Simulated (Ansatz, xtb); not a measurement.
Stretching the In1–H2 bond in H5InSi (SMILES [SiH3][InH2]) (multiplicity 1 held, fragments rigid). Energies count from the point at 1.738 Å.
Geometry at that point (charge 0, multiplicity 1):
```xyz
7

In    -0.3267    -0.5521     0.0667
H      0.1466    -1.7044     1.2782
H     -1.6992    -0.9445    -0.9221
Si     0.9842     1.6663    -0.2068
H      0.7572     2.5307     0.9811
H      0.5786     2.4336    -1.4105
H      2.4442     1.4074    -0.2978
```

R- and RO- levels are restricted; in cc, def2 and unpolarised 6-31G sets they are followed outwards from rest. U- levels take the lowest unrestricted solution at each point, which mixes spins at long bonds. Active spaces are followed from a long bond inwards. Levels need not reach the same state.

Correlated levels freeze the cores. Filled d and f shells under p-block atoms count as core.

Run with Ansatz (Gaussian basis) for Hartree–Fock, density functionals and correlated methods; xtb for the GFN methods. Each number belongs to the level named beside it. In def2 rows elements past Kr take small-core potentials, without spin–orbit coupling. The GFN methods have no spin term and hold the electronic entropy of 300 K.

Question: One of these levels gives 227.4 kJ/mol for the energy at R = 5.561 Å. Name it.
A) GFN2-xTB
B) CASSCF(2,2)/def2-TZVPP
C) R-wB97X-V/def2-TZVPP
D) U-HF/def2-TZVPP

Answer: D, U-HF/def2-TZVPP. The others give 308.1 (GFN2-xTB), 556.3 (R-wB97X-V/def2-TZVPP), 272.3 (CASSCF(2,2)/def2-TZVPP)

Doubts at one or more of the structures used: a spin-contaminated determinant (U-HF/def2-TZVPP); a restricted determinant that unrestricted orbitals would lower (R-wB97X-V/def2-TZVPP).

Ansatz is a program for electronic structure.
